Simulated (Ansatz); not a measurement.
InMe2H (C2H7In): single points at one geometry.

```yaml
crystal:
  periodic: [false, false, false]
  atoms:
    - {symbol: In, position_ang: [-0.424091, -0.726627, -0.003645]}
    - {symbol: C, position_ang: [1.751147, -0.712050, 0.000509]}
    - {symbol: H, position_ang: [2.117581, -0.251244, 0.932567]}
    - {symbol: H, position_ang: [2.127796, -0.100095, -0.835164]}
    - {symbol: H, position_ang: [2.174803, -1.723785, -0.081059]}
    - {symbol: C, position_ang: [-1.480616, 1.174873, 0.004293]}
    - {symbol: H, position_ang: [-1.287569, 1.708685, -0.940861]}
    - {symbol: H, position_ang: [-1.109187, 1.814290, 0.821427]}
    - {symbol: H, position_ang: [-2.567114, 1.046792, 0.117993]}
    - {symbol: H, position_ang: [-1.302750, -2.230849, -0.016060]}
basis:
  gaussian: {orbitals: def2-TZVP, initial_orbitals: start.molden}
hamiltonian: {xc: pbe0, dispersion: d4}
scf: {omitted_lower_state_checks: [starts]}
output: {orbitals: {seedname: orbitals}}
```

The file start.molden holds the orbitals of an earlier run on this structure, at another level or in another basis.

```sh
$ ansatz run in.yaml --threads 4 --pin off --events-out ev --progress --plain --max-ram 3916MiB
```

It prints (some lines left out):

```
Functional definition: PBE0
1149 factors; their error is unknown
mean field evaluation 1: about -7358.2513 eV, gradient 6.6e1 eV
mean field evaluation 2: about -7359.4768 eV, gradient 1.4e0 eV
mean field evaluation 4: about -7359.5169 eV, gradient 3.6e-1 eV
mean field evaluation 8: about -7359.5171 eV, gradient 9.6e-6 eV
mean field -7359.51705724 eV, -270.4572633937 hartree, gradient 9.6e-6 eV, S^2 0.000000; 0 other end points of the search recorded, 0 dependent functions left out
reference -7359.51709536 eV, -270.4572647946 hartree; 20, 20 occupied and 134, 134 virtual orbitals, 1149 factors
Total energy: -7359.64025883 eV, -270.4617909686 hartree
Checks for a lower state left out: starts
```

It took 1.4 s on 4 threads of Arm Neoverse V2 on a shared host.

As the first input, with `hamiltonian: {xc: hf}` (abridged; 0.65 s):

```
Functional definition: HF
mean field -7320.38954321 eV, -269.0193537746 hartree, gradient 2.1e-5 eV, S^2 0.000000
Total energy: -7320.38954321 eV, -269.0193537746 hartree
Checks for a lower state left out: starts
```

Geometry: r2SCAN-D4/def2-SVP.

In the def2 sets In takes a core potential; there is no spin–orbit coupling.
